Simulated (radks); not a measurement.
The numbers below are computed, except where a source is named.
Coulomb parameter of the 4f shell of the gadolinium ion Gd+ in the model configuration [Xe] 4f7 5d1 6s1, as a second difference U = [E(n + 0.5) + E(n - 0.5) - 2 E(n)] / (0.5)^2 with all orbitals relaxed. "Bare": the charge of the atom changes with n. "Screened": the 6s shell takes up the change at fixed total charge, which measures U(4f,4f) + U(6s,6s) - 2 U(4f,6s). Level of theory: scalar-relativistic Kohn-Sham, LDA (Slater exchange, Perdew-Wang correlation), spin-unpolarised, spherical densities, finite nucleus; Fermi nuclear charge, rms radius 5.1569 fm (a radial shooting solver on a logarithmic mesh with Libxc functionals).

| case | configuration | E - E(n) (eV) |
|---|---|---|
| start | [Xe] 4f7 5d1 6s1 | 0.000 |
| bare +0.5 | [Xe] 4f7.5 5d1 6s1 | -5.830 |
| bare -0.5 | [Xe] 4f6.5 5d1 6s1 | 9.698 |
| screened +0.5 | [Xe] 4f7.5 5d1 6s0.5 | -2.066 |
| screened -0.5 | [Xe] 4f6.5 5d1 6s1.5 | 3.834 |

U(bare) = 15.471 eV, U(screened by 6s) = 7.072 eV, against the Slater integral F0(4f,4f) = 29.499 eV with frozen orbitals.
